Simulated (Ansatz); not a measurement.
One change: `Cl[SiH2]C1BN1` becomes `NC1BN1`.

Ansatz, PBE0-D4/def2-TZVP geometries, multiplicity 1. Each molecule was computed in one conformer, which needn't be the lowest.

```tsv
property	`Cl[SiH2]C1BN1`
HOMO energy (B3LYP/def2-TZVPP) / eV	-7.39
HOMO–LUMO gap (PBE/def2-TZVPP) / eV	5.00
HOMO–LUMO gap (ωB97M-V/def2-TZVPP) / eV	11.27
HOMO–LUMO gap (B3LYP/def2-TZVPP) / eV	6.77
size of the dipole moment (ωB97M-V/def2-TZVPP) / D	2.81
HOMO energy (PBE0/def2-TZVPP) / eV	-7.61
```

What does the change do to each property? (Estimate.)

Ansatz gave: 
| property | `NC1BN1` | shift |
| --- | --- | --- |
| HOMO energy (B3LYP/def2-TZVPP) / eV | -6.47 | 0.92 |
| HOMO–LUMO gap (PBE/def2-TZVPP) / eV | 4.45 | -0.55 |
| HOMO–LUMO gap (ωB97M-V/def2-TZVPP) / eV | 10.91 | -0.36 |
| HOMO–LUMO gap (B3LYP/def2-TZVPP) / eV | 6.32 | -0.45 |
| size of the dipole moment (ωB97M-V/def2-TZVPP) / D | 2.13 | -0.68 |
| HOMO energy (PBE0/def2-TZVPP) / eV | -6.69 | 0.92 |

With PBE0 the HOMO rises by 0.92 eV and the LUMO rises by 0.50 eV, so the gap narrows by about 0.42 eV. PBE moves the HOMO by 1.04 eV and ωB97M-V by 0.84 eV. Dipoles are sizes alone; their direction can turn.

B3LYP here is the variant with VWN-RPA as its local correlation; programs differ in this.
